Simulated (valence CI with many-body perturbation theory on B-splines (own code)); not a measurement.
**Energy levels of Zn²⁴⁺**

Calculated by valence CI with perturbative core correlation (CI+MBPT): four valence electrons over a frozen Dirac-Fock core [He], a basis of 11 s, 11 p, 10 d, 8 f, 5 g, 2 h functions for each j, with the one-electron correlation potential Σ1, the two-electron term Σ2, the three-electron term Σ3, Breit, model QED; selected CI, second order for the rest, scaled by the run's own slope (own B-spline code, finite nucleus).

No measured spectrum was set against this ion. As an estimate, levels of excited configurations hold to 0.05 to 0.15 % of their energy, terms of the ground configuration to about 0.5 %. Among the levels kept, up to 1000 cm⁻¹ of a level comes from second order outside the variational space, and about a tenth of that is noise between levels of different J, which matters for small intervals.

Levels 136 to 180 of 199, with energies above the lowest level, 2s2 2p2 3P_0. "Leading %" is the weight of the configuration and term that name the level; weights of strongly mixed levels are sums over their largest components and can fall short. Lifetimes count E1, E2, E3, M1 and M2 decay at the calculated energies, and are blank where another channel may lead or the interval is too uncertain; long ones can be off by a factor of two.

```tsv
No.	Configuration	Term	J	E (× 10³ cm⁻¹)	Leading %	Second component	Lifetime
136	2s 2p2 3p	3P°	0	12318	85	13 % 2s 2p2 3p 1S°	1.35 ps
137	2s 2p2 3d	3F	3	12328	35	28 % 2s 2p2 3d 1F	38.5 fs
138	2s 2p2 3d	1G	4	12334	60	25 % 2s 2p2 3d 3F	46.4 fs
139	2s 2p2 3d	3F	2	12336	44	16 % 2s 2p2 3d 3P	37.0 fs
140	2s 2p2 3p	3P°	1	12337	52	36 % 2s 2p2 3p 1P°	148 fs
141	2s 2p2 3d	3S	1	12348	44	26 % 2s 2p2 3d 3P	35.4 fs
142	2p3 3s	5S°	2	12363	54	16 % 2s 2p2 3p 1D°	966 fs
143	2s 2p2 3d	3D	3	12364	36	26 % 2s 2p2 3d 1F	42.7 fs
144	2s 2p2 3d	3D	2	12374	55	24 % 2s 2p2 3d 3P	57.0 fs
145	2s 2p2 3p	1D°	2	12383	49	25 % 2s 2p2 3p 3P°	1.08 ps
146	2s 2p2 3d	1D	2	12390	47	30 % 2s 2p2 3d 3P	26.7 fs
147	2s 2p2 3d	1P	1	12399	54	21 % 2s 2p2 3d 3S	40.6 fs
148	2s 2p2 3d	1S	0	12404	79	18 % 2s 2p2 3d 3P	48.1 fs
149	2s 2p2 3p	1P°	1	12422	49	27 % 2p3 3s 3S°	260 fs
150	2s 2p2 3p	1P°	1	12468	21	20 % 2s 2p2 3p 3S°	196 fs
151	2s 2p2 3d	3F	4	12555	86	6 % 2s 2p2 3d 1G	238 fs
152	2s 2p2 3d	1P	1	12556	40	26 % 2s 2p2 3d 3D	35.9 fs
153	2s 2p2 3d	3D	3	12558	58	33 % 2s 2p2 3d 3F	61.4 fs
154	2p3 3s	3D°	2	12570	61	12 % 2p3 3s 5S°	320 fs
155	2s 2p2 3d	3D	2	12573	35	25 % 2s 2p2 3d 3F	38.6 fs
156	2p3 3p	5P	2	12574	35	21 % 2s 2p2 3d 3D	44.8 fs
157	2p3 3p	5P	1	12575	58	8 % 2s 2p2 3d 3D	102 fs
158	2s 2p2 3d	3D	3	12580	72	12 % 2s 2p2 3d 3F	107 fs
159	2p3 3s	3D°	1	12588	58	30 % 2p3 3s 3S°	216 fs
160	2s 2p2 3d	3D	1	12593	83	5 % 2s 2p2 3d 1P	35.5 fs
161	2s 2p2 3d	1D	2	12598	34	29 % 2s 2p2 3d 3P	54.9 fs
162	2s 2p2 3d	3D	2	12609	39	32 % 2s 2p2 3d 1D	108 fs
163	2s 2p2 3d	3P	0	12619	89	10 % 2s 2p2 3d 1S	22.4 fs
164	2p3 3s	3D°	3	12624	95		288 fs
165	2s 2p2 3d	3P	1	12626	68	23 % 2s 2p2 3d 1P	25.5 fs
166	2p3 3p	5P	3	12632	46	29 % 2s 2p2 3d 1F	38.5 fs
167	2s 2p2 3d	1F	3	12633	44	28 % 2p3 3p 5P	24.4 fs
168	2p3 3p	3P	1	12653	55	11 % 2p3 3p 1P	97.3 fs
169	2p3 3s	1D°	2	12656	72	21 % 2p3 3s 3D°	169 fs
170	2p3 3p	3P	2	12683	27	18 % 2s 2p2 3d 1D	38.1 fs
171	2s 2p2 3d	1D	2	12709	53	16 % 2p3 3p 3P	23.6 fs
172	2p3 3p	3P	0	12724	96		121 fs
173	2p3 3p	3D	1	12756	35	24 % 2p3 3p 1P	125 fs
174	2p3 3p	3F	2	12782	46	27 % 2p3 3p 3D	153 fs
175	2p3 3s	3P°	0	12786	95		328 fs
176	2p3 3s	3P°	1	12801	71	22 % 2p3 3s 1P°	221 fs
177	2p3 3p	3D	2	12821	59	15 % 2p3 3p 3F	152 fs
178	2p3 3p	3F	3	12822	71	18 % 2p3 3p 3D	191 fs
179	2p3 3p	1F	3	12837	51	38 % 2p3 3p 3D	154 fs
180	2p3 3d	5D°	3	12850	70	13 % 2p3 3d 3D°	2.45 ps
```

Names give the largest LS component (configuration and term), which can be under half, so a name can repeat, a term be missing and a line seem to break the LS rules; names also repeat where a configuration has a term twice.

Where two levels of one J and parity lie close, their mixing, g and order are uncertain.
